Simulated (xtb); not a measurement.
ClF2HOSi, SMILES F[Si](F)(O)Cl. All values are semi-empirical tight-binding results from xtb (GFN2-xTB unless named), good for trends rather than for accurate numbers. Coordinates come from a GFN2-xTB optimisation. The values are those of a single conformer.

Optimised geometry:

Bond lengths (Å): O1–Si2 1.599, O1–H6 0.953, Si2–F3 1.594, Si2–F4 1.583, Si2–Cl5 1.976. Bond angles (°): Si2–O1–H6 125.3, O1–Si2–F3 110.2, O1–Si2–F4 104.2, O1–Si2–Cl5 115.8, F3–Si2–F4 103.7, F3–Si2–Cl5 109.9, F4–Si2–Cl5 112.2.

```json
{
  "orbital_gap": "8.41 eV",
  "dipole_moment": "2.83 D",
  "zero_point_energy": "12.9 kcal/mol",
  "G − E(el) at 298.15 K (modified RRHO)": "-6.6 kcal/mol",
  "static polarisability (D4 model)": "58.8 bohr³",
  "solvation energy, GFN2-xTB/ALPB(water)": "-5.5 kcal/mol",
  "solvation energy, GFN2-xTB/ALPB(dmf)": "-6.8 kcal/mol"
}
```

Question: Give the atomic charges and the Wiberg bond orders between heavy atoms. (The exact figures need the calculation; the answer reports its results.)

Answer: charges (e) O1 -0.41, Si2 0.68, F3 -0.24, F4 -0.22, Cl5 -0.16, H6 0.34. Bond orders O1–Si2 1.24, Si2–F3 1.07, Si2–F4 1.11, Si2–Cl5 1.14.
